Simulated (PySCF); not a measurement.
F3OSi, SMILES [Si](F)(F)([O])F, multiplicity 2. Geometry optimised at PBE-D3(BJ)/def2-SVP. The isomer is the one that the SMILES or the coordinates give; other isomers of the formula were not compared.

Question: Give the equilibrium geometry at PBE-D3(BJ)/def2-SVP (PySCF confirms it by a frequency run) as bond lengths and angles, and its point group. (The exact figures need the calculation; the answer reports its results.)

Answer: point group Cs.
Atoms: O1 Si2 F3 F4 F5. Bonds (Å): O1–Si2 1.674, Si2–F3 1.610, Si2–F4 1.608, Si2–F5 1.608. Bond angles (°): O1–Si2–F3 104.6, O1–Si2–F4 112.5, O1–Si2–F5 112.5, F3–Si2–F4 110.2, F3–Si2–F5 110.2, F4–Si2–F5 107.0.
Charge 0, spin multiplicity 2.
